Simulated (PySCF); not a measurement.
# `InChI=1S/C6H7Cl/c1-2-3-4-5-6-7/h2-6H,1H2/b4-3+,6-5+`

Geometry:
```json
{"atom": "C1", "x (Å)": "-2.454", "y (Å)": "0.328", "z (Å)": "-1.139"}
{"atom": "C2", "x (Å)": "-1.450", "y (Å)": "0.403", "z (Å)": "-0.250"}
{"atom": "C3", "x (Å)": "-0.134", "y (Å)": "-0.157", "z (Å)": "-0.460"}
{"atom": "C4", "x (Å)": "0.877", "y (Å)": "-0.082", "z (Å)": "0.435"}
{"atom": "C5", "x (Å)": "2.187", "y (Å)": "-0.644", "z (Å)": "0.216"}
{"atom": "C6", "x (Å)": "3.180", "y (Å)": "-0.559", "z (Å)": "1.117"}
{"atom": "Cl7", "x (Å)": "4.744", "y (Å)": "-1.226", "z (Å)": "0.866"}
{"atom": "H8", "x (Å)": "-2.322", "y (Å)": "-0.177", "z (Å)": "-2.100"}
{"atom": "H9", "x (Å)": "-3.433", "y (Å)": "0.767", "z (Å)": "-0.935"}
{"atom": "H10", "x (Å)": "-1.616", "y (Å)": "0.917", "z (Å)": "0.705"}
{"atom": "H11", "x (Å)": "0.041", "y (Å)": "-0.673", "z (Å)": "-1.412"}
{"atom": "H12", "x (Å)": "0.703", "y (Å)": "0.434", "z (Å)": "1.387"}
{"atom": "H13", "x (Å)": "2.374", "y (Å)": "-1.162", "z (Å)": "-0.730"}
{"atom": "H14", "x (Å)": "3.065", "y (Å)": "-0.057", "z (Å)": "2.082"}
```

Computed with quadratic response CAM-B3LYP/aug-cc-pVDZ first hyperpolarisability, Taylor convention, gas phase in PySCF. Geometry: PBE0-D3(BJ)/def2-SVP.

Task: Give the tensor of the second harmonic β(−2ω;ω,ω) at 1064 nm in the axes of these coordinates.

Result: In au, Taylor convention; rows are the first index (the induced dipole):
|  | xx | yy | zz | xy | xz | yz |
| --- | --- | --- | --- | --- | --- | --- |
| x | +876.5 | +111.5 | +98.0 | -135.7 | +216.8 | -68.0 |
| y | -132.4 | -50.0 | -32.5 | +98.2 | -62.0 | +43.4 |
| z | +234.1 | +49.4 | +60.0 | -65.7 | +96.3 | -35.1 |

Norm of βᵢ = ⅓ Σⱼ (βᵢⱼⱼ + βⱼᵢⱼ + βⱼⱼᵢ): 1146.0 au, hyper-Rayleigh value 450.8 au.
